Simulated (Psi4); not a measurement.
Noncovalent pair: CH3F (SMILES CF) (first 5 atoms) with CH2O (SMILES C=O); geometry from B3LYP-D3(BJ)/def2-TZVP, rigid monomers moved along the line of their centres of mass till F2···H9 is 4.34 Å.
(charge 0, multiplicity 1):
```xyz
9

C      0.163    -0.261    -0.457
F      0.451     1.042    -0.036
H      1.001    -0.622    -1.053
H      0.021    -0.882     0.427
H     -0.745    -0.233    -1.060
C      0.195     0.033     5.083
O     -0.058    -1.114     4.825
H      0.268     0.387     6.130
H      0.366     0.783     4.292
```

All values below come from SAPT0/jun-cc-pV(D+d)Z in Psi4.

Question: Give the four SAPT terms and the total, and say what mostly holds the pair together.

Answer: electrostatics -3.1, exchange 0.0, induction -0.1, dispersion -0.3, total -3.4 kJ/mol; the largest attraction is electrostatics.
